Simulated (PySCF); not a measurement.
Species: C2H7Ge2N.
SMILES with atom numbers: `[N:1]#[C:2][GeH2:3][CH2:4][GeH3:5]` (hydrogens: H6, H7 on Ge3; H8, H9 on C4; H10, H11, H12 on Ge5)

Computed by this run: PySCF 2.14.0, PBE0-D3(BJ)/def2-SVP geometry optimisation, gas phase; density fitting, grid level 1; the optimiser is geomeTRIC in internal coordinates, started from a GFN2-xTB structure.

Step 0: E = -116678.4390 eV
```
atom  x, y, z in Å  |  force x, y, z in eV/Å
N1      3.2121    0.5858    0.0588    1.533   1.164  -0.116
C2      2.3048   -0.1088    0.1302   -1.310  -0.899   0.041
Ge3     0.7682   -1.2454    0.2252   -0.458   0.211  -0.584
C4     -0.6762   -0.4500   -0.8453    0.462   0.268   0.607
Ge5    -1.2324    1.3121   -0.1588    0.043  -0.661  -0.393
H6      0.4453   -1.3655    1.6858   -0.231   0.024   0.621
H7      1.2174   -2.5857   -0.2949    0.164  -0.493  -0.250
H8     -1.5293   -1.1296   -0.8567   -0.268  -0.231   0.098
H9     -0.3341   -0.3462   -1.8763    0.168   0.057  -0.292
H10    -1.7266    1.1970    1.2471   -0.255  -0.181   0.822
H11    -0.1006    2.2822   -0.1804    0.751   0.495  -0.055
H12    -2.3475    1.8537   -0.9990   -0.598   0.246  -0.499
```

Task: Estimate the geometry and energy of step 1. (The exact step hangs on the optimiser's Hessian estimate; all steps are aligned on step 0, rigid shifts and turns removed.)

Result: E = -116678.5449 eV, largest force 0.225 eV/Å
```
atom  x, y, z in Å  |  force x, y, z in eV/Å
N1      3.2066    0.6152    0.0375   -0.027  -0.011  -0.007
C2      2.3007   -0.1051    0.1141    0.038  -0.026   0.025
Ge3     0.7662   -1.2778    0.2190    0.008  -0.056   0.152
C4     -0.6473   -0.4324   -0.8088   -0.098  -0.088  -0.133
Ge5    -1.2381    1.3259   -0.1622   -0.027   0.157   0.100
H6      0.4056   -1.3853    1.7185    0.067  -0.008  -0.177
H7      1.2213   -2.6430   -0.3446   -0.062   0.165   0.054
H8     -1.5156   -1.1146   -0.8194    0.055   0.052   0.005
H9     -0.3016   -0.3304   -1.8517   -0.018  -0.004   0.060
H10    -1.7534    1.1829    1.2966    0.069   0.030  -0.213
H11    -0.0531    2.3238   -0.1956   -0.173  -0.136   0.003
H12    -2.3900    1.8402   -1.0674    0.168  -0.075   0.130
```

The energy changes by -0.1059 eV. The first-order estimate −F·Δx gives -0.2888 eV and the mean of the old and new forces, exact on a quadratic surface, -0.1109 eV. The step makes an angle of 61° with the force vector and moves no atom by more than 0.082 Å.

The cost below is that of the whole optimisation. On Intel Xeon Platinum 8259CL at 2.50 GHz, one thread, shared host, this took 52 s and 0.55 GiB of memory at its peak.
